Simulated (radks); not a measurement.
Results of a calculation; reference values are marked as such.
All-electron atom: Ru in [Kr] 4d7 5s1 (the NIST ground configuration).

Level of theory: scalar-relativistic Kohn-Sham, PBE, spin-unpolarised, spherical densities, point nucleus; hard spherical wall at 15 bohr (a radial shooting solver on a logarithmic mesh with Libxc functionals).

Energy parts (eV):
total: -123288.060
kinetic: 127492.486
electron-nucleus: -297411.963
Hartree: 50260.666
exchange-correlation: -3629.250

Orbitals (lengths in bohr, moments of r in powers of bohr; r(max) is where P^2 peaks; r(90%) holds 90 % of the orbital's charge):
orbital,occ.,eigenvalue (eV),<r^2>,r(90%),r(max)
1s,2,-21937.61,0.001510,0.0599,0.02172
2s,2,-3154.163,0.02501,0.225,0.1229
2p,6,-2824.852,0.01969,0.207,0.09824
3s,2,-555.4453,0.1856,0.594,0.3616
3p,6,-447.2237,0.1888,0.608,0.3549
3d,10,-273.1162,0.1767,0.611,0.3011
4s,2,-76.3710,1.177,1.48,0.9144
4p,6,-46.4159,1.462,1.67,0.9828
4d,7,-5.2021,3.641,2.81,1.213
4f,0,2.3783,98.16,12.4,10.02
5s,1,-4.2395,13.32,5.16,2.735
5p,0,-0.8994,31.12,8.11,3.946
6s,0,0.4034,78.66,11.6,8.535

The highest occupied level is 5s at -4.239 eV. Summed over all electrons, <r^2> = 53.38 bohr^2, which gives a Langevin (diamagnetic) susceptibility term of -42.3 x 10^-6 cm^3/mol. The density falls to 0.001 e/bohr^3 at r = 4.50 bohr.
